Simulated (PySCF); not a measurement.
# Bond lengths and vibrations by method: AlB2H3N

These are calculations, not measurements. They come from PySCF 2.14.0, an open-source quantum chemistry program, on an isolated molecule that a program drew, which may never have been made. The molecule is AlB2H3N (charge 0, doublet), drawn as the SMILES string `[BH][AlH][N]=B`.

The geometry was optimised and harmonic frequencies were computed with HF and MP2, all in the cc-pV(D+d)Z basis, for the commonest isotopes, with a restricted reference for singlets and an unrestricted one otherwise, and a frozen core in MP2. Each result is a local minimum of its method.

Geometry at the HF minimum:
```xyz
7
AlB2H3N, angstrom
B    -2.3730   -1.5907   -0.6855
Al   -0.4491   -1.6690    0.0481
N     0.1327   -0.3725    1.1140
B     0.5576    0.5288    1.8629
H    -3.4790   -1.5508   -1.1228
H     0.4932   -2.8749   -0.3361
H     0.9559    1.3776    2.5676
```

Lengths of the bonds as drawn, in Å (atoms numbered as above):
```
  bond     HF    MP2
B1-Al2  2.060  2.058
Al2-N3  1.776  1.801
 N3-B4  1.246  1.274
 B1-H5  1.190  1.197
Al2-H6  1.578  1.575
 B4-H7  1.173  1.181
```

Rotational constants, in GHz:
```
constant,HF,MP2
A,20.19,19.19
B,3.268,3.243
C,2.813,2.774
```

Harmonic frequencies in cm^-1, each column in rising order, so a row needn't be the same motion in every method:
| rank | HF | MP2 |
|---|---|---|
| 1 | 112 | 97 |
| 2 | 156 | 138 |
| 3 | 224 | 214 |
| 4 | 235 | 284 |
| 5 | 489 | 463 |
| 6 | 605 | 584 |
| 7 | 665 | 625 |
| 8 | 711 | 692 |
| 9 | 777 | 720 |
| 10 | 829 | 730 |
| 11 | 834 | 746 |
| 12 | 1948 | 1801 |
| 13 | 1994 | ? |
| 14 | 2813 | 2765 |
| 15 | 2978 | 2896 |

**Estimate the missing MP2 frequency from the HF column.**

A single factor s that minimises the squared misfit of MP2 against s times HF over the other rows is sum(HF x MP2) / sum(HF^2) = 0.9618, with an rms misfit of 40 cm^-1. For rank 13 it gives 0.9618 x 1994 = 1918 cm^-1. The calculation gives 1985 cm^-1, 67 cm^-1 above the estimate. The drawn bonds are on average 0.8 % longer in MP2 than in HF.
